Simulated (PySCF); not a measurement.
Working out the electron affinity of Ga

Ga⁻ [Ar] 3d10 4s2 4p2 (3P) → Ga [Ar] 3d10 4s2 4p1 (2P). All numbers are calculated (PySCF 2.14, scalar relativity through the core potential, in aug-cc-pVTZ-PP with ECP10MDF). Frozen: 3s2 3p6 3d10. Energies in hartree (1 hartree = 27.21139 eV):

| part | Ga⁻ (lower) | Ga (upper) |
| --- | --- | --- |
| UHF | -258.299734 | -258.302072 |
| MP2 opposite-spin | -0.036478 | -0.031854 |
| MP2 same-spin | -0.009621 | -0.002580 |

Q: What does Hartree-Fock give?

A: (-258.302072) − (-258.299734) = -0.002338 hartree = -0.064 eV.

Q: What do MP2 and SCS-MP2 (6/5 opposite-spin, 1/3 same-spin) give?

A: The opposite-spin parts differ by 0.126 eV and the same-spin parts by 0.192 eV. MP2: -0.064 + (0.126) + (0.192) = 0.254 eV. SCS-MP2: -0.064 + 1.2 × (0.126) + (0.192)/3 = 0.151 eV.

Reference: 0.301 eV (measured; photodetachment measurements, as compiled on the Wikipedia data page of electron affinities), between the lowest levels; spin-orbit coupling is absent from the calculation.

What remains against the reference includes basis incompleteness, the frozen core and correlation beyond second order.
